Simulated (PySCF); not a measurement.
Compound: 4-bromobenzonitrile, C7H4BrN.
Structure used (PBE0-D3(BJ)/def2-SVP), in Å, numbered top down from 1:
```
atom  x, y, z in Å
N1     3.6671    0.5946   -0.0558
C2     2.5227    0.4093   -0.0390
C3     1.1099    0.1797   -0.0175
C4     0.2202    1.2635    0.0142
C5    -1.1511    1.0411    0.0346
C6    -1.6333   -0.2684    0.0233
Br7   -3.4894   -0.5707    0.0501
C8    -0.7601   -1.3566   -0.0078
C9     0.6104   -1.1310   -0.0283
H10    0.6093    2.2831    0.0226
H11   -1.8471    1.8808    0.0592
H12   -1.1536   -2.3741   -0.0162
H13    1.3034   -1.9737   -0.0527
```

All values: B3LYP/def2-SVPD (PySCF, non-relativistic), on one gas-phase PBE0-D3(BJ)/def2-SVP geometry that isn't relaxed in the solvent. The solvent is an IEF-PCM continuum (Bondi radii, 1.10 Å for H, scaled by 1.2), and excitations are vertical TDDFT with non-equilibrium linear response and a frozen core. Only the electrostatic response of the medium enters. Spin–orbit coupling is left out although an atom past zinc is present.

```
run  E − E(gas) (kcal/mol)  HOMO (eV)  HOMO–LUMO gap (eV)  dipole (D)  lowest singlet (eV)  static polarisability (au)
gas                   0.00      -7.41                5.28        3.25                 4.89                       111.5
  P                  -4.90      -7.26                5.28        3.98                 4.91                       143.0
  Q                  -6.77      -7.22                5.28        4.25                 4.90                       158.5
```

Question: The runs were made in chloroform and dimethylsulfoxide. Which run belongs to which solvent?

Answer: P = chloroform, Q = dimethylsulfoxide. The dielectric constants are 4.711 (chloroform), 46.83 (dimethylsulfoxide), and the energy falls further as ε rises. The optical constants n² used for the excitations are 2.09, 2.19 in the same order. In this model the ground state sees the solvent through ε alone.

Question: How constant is the ratio of the lowering to (ε − 1)/(2ε + 1)?

Answer: 
| solvent | (ε − 1)/(2ε + 1) | E − E(gas) (kcal/mol) | ratio (kcal/mol) | polarisation term (kcal/mol) |
| --- | --- | --- | --- | --- |
| chloroform | 0.356 | -4.90 | -13.8 | -5.66 |
| dimethylsulfoxide | 0.484 | -6.77 | -14.0 | -8.21 |

The ratio changes by +1.6 % in size from chloroform to dimethylsulfoxide. The polarisation term is half the interaction of the solute with the induced surface charges.
